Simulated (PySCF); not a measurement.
# Calculated NMR parameters of CO/C=C(\OC)O[SiH3]

```
Formula                               : C4H10O3Si
SMILES                                : CO/C=C(\OC)O[SiH3]
Point group of the computed structure : C1
Degrees of unsaturation               : 1
Carbon signals                        : 4
Proton signals                        : 4
```

Molfile (atoms numbered from 1):
```
C4H10O3Si
     RDKit          3D

 18 17  0  0  0  0  0  0  0  0999 V2000
    3.0437    0.0564   -0.3981 C   0  0  0  0  0  0  0  0  0  0  0  0
    1.8449   -0.3831    0.1933 O   0  0  0  0  0  0  0  0  0  0  0  0
    0.8738    0.5985    0.2732 C   0  0  0  0  0  0  0  0  0  0  0  0
   -0.4434    0.3933    0.2501 C   0  0  0  0  0  0  0  0  0  0  0  0
   -1.1480   -0.7647    0.1103 O   0  0  0  0  0  0  0  0  0  0  0  0
   -0.4625   -1.9421   -0.2551 C   0  0  0  0  0  0  0  0  0  0  0  0
   -1.2655    1.4376    0.4175 O   0  0  0  0  0  0  0  0  0  0  0  0
   -2.9026    1.3064    0.4576 Si  0  0  0  0  0  4  0  0  0  0  0  0
    3.7472   -0.7704   -0.3168 H   0  0  0  0  0  0  0  0  0  0  0  0
    2.9019    0.3126   -1.4544 H   0  0  0  0  0  0  0  0  0  0  0  0
    3.4460    0.9302    0.1267 H   0  0  0  0  0  0  0  0  0  0  0  0
    1.2234    1.6139    0.4030 H   0  0  0  0  0  0  0  0  0  0  0  0
   -1.2208   -2.7233   -0.2844 H   0  0  0  0  0  0  0  0  0  0  0  0
   -0.0019   -1.8389   -1.2410 H   0  0  0  0  0  0  0  0  0  0  0  0
    0.3090   -2.1938    0.4741 H   0  0  0  0  0  0  0  0  0  0  0  0
   -3.1897    2.7197    0.6623 H   0  0  0  0  0  0  0  0  0  0  0  0
   -3.3441    0.4573    1.5612 H   0  0  0  0  0  0  0  0  0  0  0  0
   -3.4201    0.7969   -0.8110 H   0  0  0  0  0  0  0  0  0  0  0  0
  1  2  1  0
  2  3  1  0
  3  4  2  0
  4  5  1  0
  5  6  1  0
  4  7  1  0
  7  8  1  0
  1  9  1  0
  1 10  1  0
  1 11  1  0
  3 12  1  0
  6 13  1  0
  6 14  1  0
  6 15  1  0
  8 16  1  0
  8 17  1  0
  8 18  1  0
M  END
```

Computed data (PySCF 2.14.0 with density-fitted response routines): geometry from GFN2-xTB, NMR shieldings at PBE0/pcSseg-1/GIAO. Non-relativistic Hamiltonian, a single conformation, no solvent model, averaged over atoms made equivalent by symmetry, fast rotation or ring inversion.

Shifts are taken against calculated references (same method and geometry level): ¹H, ¹³C, ²⁹Si vs TMS; H2O for ¹⁷O.

```tsv
carbon	δC, type	δH (multiplicity)	HMBC from (2–3 bonds)	span of the C tensor (ppm)
C1	62.2, CH3	3.56 (s)	H12	90
C3	118.5, CH	5.39 (s)	H9/H10/H11	93
C4	154.9, C	–	H12, H16/H17/H18, H13/H14/H15	126
C6	58.7, CH3	4.16 (s)	–	74
```

Other nuclei:
| atoms | nucleus | environment | δ (ppm) | σ (ppm) |
| --- | --- | --- | --- | --- |
| H16/H17/H18 | ¹H | hydrogen on a silicon bonded to O | 4.72 | 27.00 |
| Si8 | ²⁹Si | silicon bonded to O, 3 H | -42.8 | 391.9 |
| O5 | ¹⁷O | ether oxygen | 104.1 | 232.0 |
| O7 | ¹⁷O | oxygen bonded to C, Si | 81.8 | 254.3 |
| O2 | ¹⁷O | ether oxygen | 33.4 | 302.7 |

Carbon types of the structure: 1 × C, 1 × CH, 2 × CH3, leaving 3 H on heteroatoms. δC 154.9, 118.5: alkene carbon bearing oxygen. δC 62.2, 58.7: methyl carbon bonded to O; deshielded by the electronegative neighbour. δH 5.39: hydrogen on an alkene carbon bearing oxygen; attached to an sp2 carbon and in the plane of the double bond. δH 4.72: hydrogen on a silicon bonded to O. δH 4.16, 3.56: hydrogen on a methyl carbon bonded to O; its carbon carries O, which withdraws density.

Shifts are as computed. Against solution values, carbons near 30 ppm lie about +3 ppm off and those near 130 ppm about +5 ppm. Of 1211 compounds with measured shifts, 218 miss one by over three times the rms of a fit or turn the order of signals round; such compounds aren't used in these exercises. Experimental scales use liquid or dissolved standards, which lie at an offset from isolated H2O (liquid H2O: subtract about 36 ppm). No couplings were computed; multiplicities are counted from neighbouring protons, with m where these are inequivalent, close in shift, in a saturated or five-membered ring or joined by F or P, and br s for small geminal =CH2 splittings.
